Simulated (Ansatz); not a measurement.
Mulliken charges of BrFGe, SMILES `[F][Ge][Br]` from r2SCAN/def2-TZVPP in Ansatz (PBE0-D4/def2-TZVP geometry).

```csv
atom,x (Å),y (Å),z (Å),charge (e)
F1,-0.740,1.253,-0.277,-0.354
Ge2,-0.659,-0.488,-0.410,0.650
Br3,1.388,-0.830,0.674,-0.296
```

Task: By hand: the dipole of these point charges (1 e Å = 4.8032 D).

Result: Σ q r = (-0.577, -0.515, -0.368) e Å, of length 0.856 e Å = 4.11 D.

Task: How does the dipole of the full density compare? (Best estimate.)

Result: The calculation gave: (-0.264, -0.284, -0.173) e Å, 2.04 D; the point charges give 2.01 times that, at 5° from its direction.

Point charges leave out the atoms' own dipoles, such as those of lone pairs, and Mulliken's split depends on the basis, so the two needn't agree.
